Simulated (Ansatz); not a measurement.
Ansatz results at the PBE0-D4/def2-TZVP geometry: HOMO–LUMO gap (PBE0/def2-TZVPP) 6.21 eV; HOMO energy (ωB97M-V/def2-TZVPP) -9.48 eV; size of the dipole moment (ωB97M-V/def2-TZVPP) 2.85 D.

Which molecule gave them?
A. `[OH][W]([OH])([OH])([Cl])([Cl])[Cl]`
B. `C[N]=[W]([F])([F])=[N]C`
C. `[NH]=[W](=[NH])([NH2])[Cl]`
D. `C[N]=[W](=[O])([OH])[N](C)C`

B. The others give `C[N]=[W](=[O])([OH])[N](C)C`: 6.31, -9.07, 3.57; `[OH][W]([OH])([OH])([Cl])([Cl])[Cl]`: 4.29, -10.78, 0.56; `[NH]=[W](=[NH])([NH2])[Cl]`: 6.54, -9.89, 3.19.
